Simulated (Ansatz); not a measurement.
Species: MgCl₂ (charge -1, doublet). 
Geometry from a B3LYP-D3(BJ)/def2-TZVP (Ansatz, a quantum-chemistry and plane-wave program) optimisation:
```xyz
3

Mg    -0.2093     0.8487    -0.0105
Cl     1.5056     0.0369    -1.3505
Cl    -1.3579    -0.6360     1.3579
```
Charge -1, spin multiplicity 2.

Basis-set convergence of Hartree-Fock and CCSD correlation energies (hartree) with Ansatz. Cores are frozen in the correlated levels unless marked. UHF or UKS for open shells. No spin-orbit coupling. No relativistic terms. This anion needs diffuse functions, which these sets lack.

```json
[
 {"basis": "def2-SVP", "functions": "54", "E(HF)": "-1118.44166", "E(corr, CCSD)": "-0.31049"},
 {"basis": "def2-TZVPP", "functions": "116", "E(HF)": "-1118.82830", "E(corr, CCSD)": "-0.44362"},
 {"basis": "def2-QZVPP", "functions": "203", "E(HF)": "?", "E(corr, CCSD)": "?"}
]
```

Q: Fill in the missing entries.

A: 
- def2-QZVPP, E(HF): -1118.86472
- def2-QZVPP, E(corr, CCSD): -0.48762
